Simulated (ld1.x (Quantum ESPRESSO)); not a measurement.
## What one change does to a pseudopotential (C (Z = 6), RRKJ)

carbon (C), norm-conserving RRKJ (Kleinman–Bylander form), made with ld1.x (Quantum ESPRESSO) 7.5 (PW91, non-relativistic). Core [He], reference 2s2 2p2. Waves: 2s (bound): rc 1.05 bohr; 2p (bound): rc 1.55 bohr. Local part: all-electron potential smoothed inside 0.85 bohr (lloc = -1). Core correction: a·sin(br)/r model core inside 0.60 bohr. rho0 = 0.01.

Change: local potential all-electron potential smoothed inside 1.56 bohr (lloc = -1).

Cutoffs: the cutoffs (Ry, on a coarse ladder) from which the occupation-weighted sum of valence levels, in a spherical-Bessel basis at the reference potential, stays within 10 and 1 mRy of its value at 400 Ry; they do not see the model core or the augmentation charge, which bear on the density cutoff. Errors are all-electron minus pseudo energies relative to the spin-unpolarised reference configuration.

Question: How do hardness, ghosts and transferability respond?

Answer: The potential gets neither clearly harder nor softer (50 Ry and 70 Ry → 50 Ry and 70 Ry); of the 7 tests that both files solve, the error grows in 1 and shrinks in 2 by more than 15 % and 0.3 meV (median size 5.1 → 6.7 meV); neither file shows a bound ghost.

```tsv
quantity	base	changed
cutoff, loose	50 Ry	50 Ry
cutoff, tight	70 Ry	70 Ry
bound ghosts	none	none
error for 2s2 2p1, meV [ΔE 10.93 eV]	+11	+9.3
error for 2s2 2p0, meV [ΔE 35.17 eV]	+125	+117
error for 2s1 2p0, meV [ΔE 83.40 eV]	+338	+323
error for 2s2 2p2.3, meV [ΔE -1.18 eV]	+0.1	0.0
error for 2s1 2p2, meV [ΔE 19.65 eV]	-5.1	-6.7
error for 2s2 2p1.5, meV [ΔE 4.00 eV]	+1.4	+1.0
error for 2s0 2p4, meV [ΔE 16.92 eV]	+4.9	+4.9
s: phases at 1.69 bohr within 0.05 rad from the reference energy up to (Ry; the scan ends near 5)	to the end of the scan	to the end of the scan
p: phases at 1.69 bohr within 0.05 rad from the reference energy up to (Ry; the scan ends near 5)	4.5	4.2
```
